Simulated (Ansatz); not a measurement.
Cost and result for the atomization energy of C4H10Br2F2In2 (`C[CH2][In@-]1([F])[Br+][In@@-]([F])([CH2]C)[Br+]1`) (20 atoms, 20 bonds).

```xyz
20

C     1.3875    2.1901    2.3307
C     0.2417    2.9791    1.7206
In   -1.2148    1.7331    0.7655
F    -3.1518    1.8042    0.5986
Br   -0.5369    1.1603   -1.7828
In    0.6576   -1.0050   -0.7748
F     2.2659   -0.1404   -0.0769
C     0.2780   -2.7736   -1.9148
C    -1.2045   -2.9609   -2.1921
Br   -0.8581   -0.8587    1.4222
H     2.1120    2.8737    2.7848
H     1.0432    1.5127    3.1151
H     1.9157    1.5890    1.5880
H     0.5860    3.6585    0.9382
H    -0.2984    3.5716    2.4619
H     0.8592   -2.6801   -2.8344
H     0.6968   -3.6046   -1.3437
H    -1.3730   -3.8721   -2.7740
H    -1.6220   -2.1275   -2.7612
H    -1.7842   -3.0495   -1.2707
```

Total charge 0; spin multiplicity 1. Correlated methods include outer-core shells of Br, In, which these sets cover unevenly. Scalar relativity is left out up to krypton. In: def2 effective core potential. All single points use the PBE0-D4/def2-TZVP geometry. It is one conformer, not always the lowest. Program: Ansatz. All runs use 11 threads of an AMD EPYC 7R13 on a shared host and a whole NVIDIA H100 80 GB. Times are those of one run each, without the atoms' runs, and a repeat can differ threefold. Electronic energies, without spin–orbit coupling; frozen cores. CCSD(T)/CBS adds CCSD(T) − MP2 in def2-TZVPP to the MP2 limit, and its time is that of the two runs behind it. T1 = 0.012. With those shells the extrapolation isn't a true limit.

CCSD(T)/CBS is a level of theory with its own doubt, some kJ/mol a heavy atom from the limit and from the frozen cores, so smaller differences don't rank the functionals.

| level | functions | wall time | atomization (kcal/mol) | difference from CCSD(T)/CBS | per bond |
| --- | --- | --- | --- | --- | --- |
| LDA (SPW92)/def2-TZVPP | 522 | 2.1 s | 1921.9 | 221.3 | 11.1 |
| revPBE-D4/def2-TZVPP | 522 | 2.1 s | 1664.3 | -36.3 | -1.8 |
| BLYP-D4/def2-TZVPP | 522 | 2.2 s | 1663.9 | -36.7 | -1.8 |
| BHLYP-D4/def2-TZVPP | 522 | 2.4 s | 1633.0 | -67.6 | -3.4 |
| PBE0-D4/def2-TZVPP | 522 | 2.5 s | 1686.0 | -14.6 | -0.7 |
| PBE-D4/def2-TZVPP (with forces) | 522 | 2.5 s | 1711.0 | 10.4 | 0.5 |
| CAM-B3LYP-D4/def2-TZVPP | 522 | 2.8 s | 1682.2 | -18.4 | -0.9 |
| r2SCAN-D4/def2-TZVPP (with forces) | 522 | 2.9 s | 1693.1 | -7.5 | -0.4 |
| PBE-QIDH/def2-TZVPP | 522 | 3.7 s | 1679.9 | -20.7 | -1.0 |
| CCSD(T)/def2-SVP | 250 | 7 s | 1606.2 | -94.4 | -4.7 |
| MP2/def2-QZVPP | 984 | 7.5 s | 1710.4 | 9.8 | 0.5 |
| CCSD(T)/def2-TZVPP | 522 | 120 s | 1650.6 | -50.0 | -2.5 |
| CCSD(T)/CBS(def2) | – | 2.1 min | 1700.6 | 0.0 | 0.0 |

In def2-TZVPP, CCSD(T) changes the Hartree–Fock value by +407.7 kcal/mol (the triples alone add +27.2 kcal/mol) and MP2 by +438.0 kcal/mol; breaking electron pairs costs correlation energy, which Hartree–Fock lacks. At CCSD(T), def2-SVP lies −94.5 kcal/mol from the extrapolated value and def2-TZVPP −50.1 kcal/mol: correlation converges slowly with the basis, and small sets miss more of it in the bonded molecule than in its fragments. From PBE to PBE0 (25 % exact exchange), in def2-TZVPP and without D4, the atomization energy moves by −23.3 kcal/mol: exact exchange takes away binding that semilocal exchange gives to molecules.

Spin–orbit coupling would lower the free In atoms strongly, and the atomization energy with them, by more than many differences here.
